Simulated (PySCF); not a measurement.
## Pd²⁺: excitation energy

Pd²⁺ [Kr] 4d8 (3F) → Pd²⁺ [Kr] 4d7 5s1 (5F), as a difference of total energies. Calculation: PySCF 2.14, in aug-cc-pVTZ-DK; the spin-free X2C one-electron Hamiltonian (Gaussian nucleus). Correlated levels: valence: [Kr] frozen. The calculations carry no spin-orbit coupling.

```tsv
method	excitation energy (cm⁻¹)
UHF	48420
MP2 (valence)	54036
SCS-MP2 (valence)	56735
CCSD (valence)	53174
CCSD(T) (valence)	53368
```

A first-order spin-orbit estimate (lowest level to lowest level, LS coupling) adds -0.017 eV.
